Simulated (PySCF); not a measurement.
H3AlFNO (SMILES [NH2][Al]([OH])[F]), singlet, at a GFN2-xTB geometry (such geometries of metal compounds can be far from the true shape). Base run: PBE0/6-31G* run with PySCF.

Here is a job for PySCF.
```python
from pyscf import gto, scf, dft, solvent

mol = gto.M(
    atom='''
Al    0.028725   -0.017260    0.018722
F     1.605348   -0.142551   -0.464163
O    -0.443539   -0.675722    1.442241
H    -0.454704   -1.125209    2.273215
N    -1.119673    0.832230   -1.022781
H    -2.095575    0.957437   -0.811446
H    -0.885255    1.255274   -1.906145
''',
    basis='6-31g*',
    charge=0,
    spin=0,
    verbose=3,
)

mf = dft.RKS(mol)
mf.xc = 'pbe0'
mf.kernel()
```

Variants of this job, named by their change:

```tsv
change	ΔE vs base (kJ/mol)	dipole (D)	HOMO-LUMO gap (eV)
base	0.00	2.00	7.20
model = IEF-PCM; solvent = dichloromethane; vdw_scale = 1.0	?	?	?
model = IEF-PCM; solvent = dichloromethane; lebedev_order = 41	-27.7	2.21	7.20
model = IEF-PCM; solvent = tetrahydrofuran	-26.6	2.21	7.20
model = IEF-PCM; solvent = dichloromethane; vdw_scale = 1.1	-40.2	2.23	7.25
model = IEF-PCM; solvent = dichloromethane; vdw_scale = 1.4	?	?	?
model = C-PCM; solvent = dichloromethane	?	2.21	7.21
model = IEF-PCM; solvent = n-hexane	-12.01	2.10	7.20
model = ddCOSMO; solvent = dichloromethane	-17.99	2.18	7.18
model = IEF-PCM; solvent = dichloromethane; r_probe = 0.5	-9.24	2.13	7.17
model = COSMO; solvent = dichloromethane	-27.5	2.20	7.21
model = IEF-PCM; solvent = 2-propanol	-30.4	2.23	7.21
```

Task: Fill in the missing entries.

Result: 
- model = IEF-PCM; solvent = dichloromethane; vdw_scale = 1.0, ΔE vs base (kJ/mol): -60.8
- model = IEF-PCM; solvent = dichloromethane; vdw_scale = 1.0, dipole (D): 2.25
- model = IEF-PCM; solvent = dichloromethane; vdw_scale = 1.0, HOMO-LUMO gap (eV): 7.34
- model = IEF-PCM; solvent = dichloromethane; vdw_scale = 1.4, ΔE vs base (kJ/mol): -14.35
- model = IEF-PCM; solvent = dichloromethane; vdw_scale = 1.4, dipole (D): 2.17
- model = IEF-PCM; solvent = dichloromethane; vdw_scale = 1.4, HOMO-LUMO gap (eV): 7.16
- model = C-PCM; solvent = dichloromethane, ΔE vs base (kJ/mol): -29.1

The base is the gas phase, so ΔE is the electrostatic part of solvation at a fixed geometry, without cavity and dispersion terms.
